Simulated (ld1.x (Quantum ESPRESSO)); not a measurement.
## Pseudopotential generation for Cu (Z = 29): ultrasoft, PBE, scalar-relativistic.

ld1.x (Quantum ESPRESSO) 7.5 input, shortened:

```
&input
   title='Cu', zed=29., rel=1, dft='PBE', iswitch=3,
   config='[Ar] 3d10 4s0.75 4p0.25'
 /
 &inputp
   pseudotype=3, tm=.true., lloc=-1, rcloc=2.00,
   nlcc=.true., new_core_ps=.true.
 /
6
4S  1  0   0.75   0.00  1.55  1.80  0.0
4S  1  0   0.00   0.05  1.55  1.80  0.0
4P  2  1   0.25   0.00  4.05  4.45  0.0
4P  2  1   0.00   4.80  4.05  4.45  0.0
3D  3  2  10.00   0.00  1.15  1.50  0.0
3D  3  2   0.00   1.50  1.15  1.50  0.0
 &test
   configts(1)='3d10 4s0.75 4p0.25'
 /
```

All-electron outer shells of the reference configuration (PBE, scalar-relativistic, ld1.x):

| shell | level (eV) | outermost node (bohr) | outermost maximum (bohr) |
| --- | --- | --- | --- |
| 3s | -115.30 | 0.29 | 0.61 |
| 3p | -72.75 | 0.26 | 0.62 |
| 3d | -5.64 | – | 0.60 |
| 4s | -5.04 | 0.89 | 2.24 |
| 4p | -1.02 | 0.97 | 3.56 |

**Question.** Does this generation succeed?

**Answer.** No. ld1.x (Quantum ESPRESSO) 7.5 stopped with "run_pseudo: Errors in PS-KS equation": the pseudo-atom solver did not find the valence states with the expected number of nodes, which is the usual sign of a ghost state. Before that it printed "Warning: n=1, l=0 expected 0 nodes, found 1".
